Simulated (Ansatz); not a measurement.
Species: C2H7Si, charge 0, multiplicity 2. It need not be the lowest isomer of its formula. 
Geometry from a B3LYP-D3(BJ)/def2-TZVP (Ansatz, an electronic-structure program) optimisation:
```xyz
10

Si     0.0954     0.5837     0.0456
C     -1.6121    -0.2121     0.0226
C      1.4535    -0.6938    -0.2247
H      0.3109     1.2896     1.3419
H     -1.8059    -0.6978    -0.9355
H     -1.6892    -0.9719     0.8069
H     -2.3959     0.5276     0.1923
H      1.4169    -1.4600     0.5564
H      1.3376    -1.1917    -1.1891
H      2.4418    -0.2327    -0.1979
```
Charge 0, spin multiplicity 2.

Atomisation energy built up term by term with Ansatz (kcal/mol; UHF references for open shells; valence terms freeze the core; atomic spin-orbit terms are left out). CBS marks a two-point X^-3 extrapolation of the correlation energy; Hartree-Fock from the larger set (for Q and 5 zeta extrapolated as (X+1)exp(-9√X)).

| term | basis | kcal/mol |
|---|---|---|
| Hartree-Fock | CBS(cc-pV(Q+d)Z,cc-pV(5+d)Z) | 645.17 |
| CCSD correlation | CBS(cc-pV(Q+d)Z,cc-pV(5+d)Z) | ___ |
| (T) | CBS(cc-pV(Q+d)Z,cc-pV(5+d)Z) | ___ |
| core correlation | cc-pwCVTZ | 2.15 |
| scalar relativity (X2C) | cc-pVTZ-DK against cc-pVTZ | -0.97 |
| sum: De |  | ___ |

Task: What belongs in the gaps?

Result: 
- CCSD correlation, kcal/mol: 179.94
- (T), kcal/mol: 8.66
- sum: De, kcal/mol: 834.9
